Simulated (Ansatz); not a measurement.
The same groups moved round the core (furan mercapto+boryl). Gas-phase values, no solvent. One relaxed conformer stands for each flexible species; it need not be the lowest. Strings in code marks are SMILES.

Quantity: electronic energy of isomers of C4H5BOS relative to `Bc1occc1S`, in eV. The restricted reference of `Bc1cc(S)co1`, `Bc1ccc(S)o1`, `Bc1coc(S)c1` and `Bc1occc1S` is unstable towards unrestricted orbitals.

A: `Bc1ccc(S)o1`
B: `Bc1cocc1S`
C: `Bc1ccoc1S`
D: `Bc1coc(S)c1`
E: `Bc1cc(S)co1`

Problem. Order them by electronic energy of isomers of C4H5BOS relative to `Bc1occc1S` (lowest first) at the level frozen-core MP2/cc-pVTZ // PBE0-D3(BJ)/def2-SVP (Ansatz, a first-principles code).

Solution. A (0.013 eV), E (0.090 eV), C (0.110 eV), D (0.146 eV), B (0.187 eV)
